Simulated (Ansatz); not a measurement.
`[NH2][GeH2][O][GeH2][NH2]` + `N[SiH](N)F` → `[NH2][GeH2][NH][SiH](N)F` + `[NH2][GeH2][OH]`  (ligand exchange at a Ge–O bond)

Gas-phase electronic energies from Ansatz, PBE0-D4/def2-TZVP geometries. CCSD(T)/CBS adds triple-zeta CCSD(T) − MP2 to the extrapolated MP2 energy (def2 sets, frozen cores). Functionals use def2-TZVPP. B3LYP here is the variant with VWN-RPA as its local correlation; programs differ in this. For Ge outer-core shells are correlated without core-valence functions, which leaves a few kJ/mol of doubt a bond. Scalar relativity is left out up to krypton. Each species was taken in one conformer, which may not be the lowest.

```json
{"level": "B3LYP", "ΔE (kJ/mol)": "35.9"}
{"level": "HF/def2-TZVPP", "ΔE (kJ/mol)": "42.3"}
```

Task: What does CCSD(T)/CBS give? (Best estimate.)

Result: Computed: +31.9 kJ/mol. The listed levels differ from it by 4.0, 10.4 kJ/mol.

Largest T1 diagnostic among the species: 0.012.

In def2-TZVPP, CCSD(T) changes the Hartree–Fock value by −9.0 kJ/mol (the triples alone add −0.4 kJ/mol) and MP2 by −9.1 kJ/mol.
